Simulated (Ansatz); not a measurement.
MoS₂Cl₂, 5 atoms. Hardware: 4 threads of AMD EPYC 9B45 on a shared host.

In the def2 sets Mo takes a core potential; there is no spin–orbit coupling.

Question: How many basis functions does each of these Ansatz runs have, and roughly what does it cost? PBE-D4/def2-TZVPD, charge -1 doublet at the geometry of the charge 0 singlet, energy, from earlier orbitals; PBE0-D4/def2-TZVP, charge 0 singlet, energy and forces, from earlier orbitals; B3LYP-D4/def2-TZVP, charge 0 singlet, energy, from earlier orbitals; B3LYP-D4/def2-SVP, charge 0 singlet, relaxation, 4 steps; r2SCAN-D4/def2-TZVPD, charge -1 doublet at the geometry of the charge 0 singlet, energy, from earlier orbitals; PBE0-D4/def2-SVP, charge 0 singlet, energy with a search over starts; B97M-V/def2-TZVP, charge 0 singlet, energy, from earlier orbitals; PBE0-D4/def2-TZVPD, charge -1 doublet at the geometry of the charge 0 singlet, energy, from earlier orbitals; PBE0-D4/def2-TZVPD, charge 0 singlet, energy, from earlier orbitals; PBE0-D4/def2-SVP, charge -1 doublet at the geometry of the charge 0 singlet, energy with a search over starts; PBE-D4/def2-TZVP, charge 0 triplet at the geometry of the charge 0 singlet, energy, from earlier orbitals; r2SCAN-D4/def2-TZVP, charge 0 singlet, energy, from earlier orbitals.

Answer: Other jobs shared the machine, so times can vary by a factor of up to 3. A dash marks memory too small to be measured apart from the calling script's.

| run | functions | fitting or Cholesky vectors | wall time | peak host memory (GiB) |
| --- | --- | --- | --- | --- |
| PBE0-D4/def2-SVP, charge 0 singlet, energy with a search over starts | 103 | 959 | 0.85 s | – |
| B3LYP-D4/def2-TZVP, charge 0 singlet, energy, from earlier orbitals | 188 | 1439 | 1.2 s | 0.62 |
| r2SCAN-D4/def2-TZVP, charge 0 singlet, energy, from earlier orbitals | 188 | 1342 | 1.6 s | – |
| PBE0-D4/def2-TZVP, charge 0 singlet, energy and forces, from earlier orbitals | 188 | 1456 | 1.6 s | 0.63 |
| PBE0-D4/def2-TZVPD, charge 0 singlet, energy, from earlier orbitals | 224 | 1624 | 1.6 s | 0.82 |
| PBE-D4/def2-TZVP, charge 0 triplet at the geometry of the charge 0 singlet, energy, from earlier orbitals | 188 | 1342 | 1.6 s | – |
| PBE0-D4/def2-SVP, charge -1 doublet at the geometry of the charge 0 singlet, energy with a search over starts | 103 | 959 | 1.8 s | – |
| PBE-D4/def2-TZVPD, charge -1 doublet at the geometry of the charge 0 singlet, energy, from earlier orbitals | 224 | 1454 | 2.1 s | – |
| B97M-V/def2-TZVP, charge 0 singlet, energy, from earlier orbitals | 188 | 1342 | 2.4 s | – |
| B3LYP-D4/def2-SVP, charge 0 singlet, relaxation, 4 steps | 103 | 1043 | 3.8 s | – |
| r2SCAN-D4/def2-TZVPD, charge -1 doublet at the geometry of the charge 0 singlet, energy, from earlier orbitals | 224 | 1454 | 4.4 s | 0.56 |
| PBE0-D4/def2-TZVPD, charge -1 doublet at the geometry of the charge 0 singlet, energy, from earlier orbitals | 224 | 1624 | 6 s | 0.94 |
